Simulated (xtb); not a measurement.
C2H9FOSi2, SMILES O([Si@@H]([SiH2]C)F)C. All values are semi-empirical tight-binding results from xtb (GFN2-xTB unless named), good for trends rather than for accurate numbers. Geometry optimised at GFN2-xTB. The structure was generated by enumeration; whether it is a known compound was not checked. Other conformers were not sampled.

Optimised geometry:

Bonded distances (Å): C1–O2 1.399, C1–H7 1.092, C1–H8 1.090, C1–H9 1.092, O2–Si3 1.618, Si3–F4 1.626, Si3–Si5 2.289, Si3–H10 1.463, Si5–C6 1.904, Si5–H11 1.471, Si5–H12 1.472, C6–H13 1.087, C6–H14 1.087, C6–H15 1.087. Angles (°): O2–C1–H7 110.6, O2–C1–H8 108.0, O2–C1–H9 110.6, H7–C1–H8 109.3, H7–C1–H9 108.8, H8–C1–H9 109.5, C1–O2–Si3 129.6, O2–Si3–F4 107.0, O2–Si3–Si5 102.9, O2–Si3–H10 112.0, F4–Si3–Si5 112.4, F4–Si3–H10 98.8, Si5–Si3–H10 123.1, Si3–Si5–C6 113.0, Si3–Si5–H11 112.1, Si3–Si5–H12 109.0, C6–Si5–H11 108.3, C6–Si5–H12 108.1, H11–Si5–H12 105.9, Si5–C6–H13 111.0, Si5–C6–H14 111.8, Si5–C6–H15 110.9, H13–C6–H14 107.7, H13–C6–H15 107.5, H14–C6–H15 107.8.

| Property | Result |
|---|---|
| orbital gap | 4.66 eV |
| dipole moment | 1.45 D |
| zero-point energy | 66.1 kcal/mol |
| G − E(el) at 298.15 K (modified RRHO) | 42.6 kcal/mol |
| static polarisability (D4 model) | 89.3 bohr³ |
| solvation energy, GFN2-xTB/ALPB(water) | -1.3 kcal/mol |
| solvation energy, GFN2-xTB/ALPB(ch2cl2) | -4.7 kcal/mol |

Question: Give the atomic charges and the Wiberg bond orders between heavy atoms. (An estimate is asked for; the answer gives what the named calculation found.)

Answer: charges (e) C1 0.05, O2 -0.38, Si3 0.52, F4 -0.30, Si5 0.39, C6 -0.20, H7 0.03, H8 0.05, H9 0.04, H10 -0.08, H11 -0.10, H12 -0.12, H13 0.04, H14 0.04, H15 0.04. Bond orders C1–O2 0.99, O2–Si3 1.15, Si3–F4 1.07, Si3–Si5 0.78, Si5–C6 0.94.
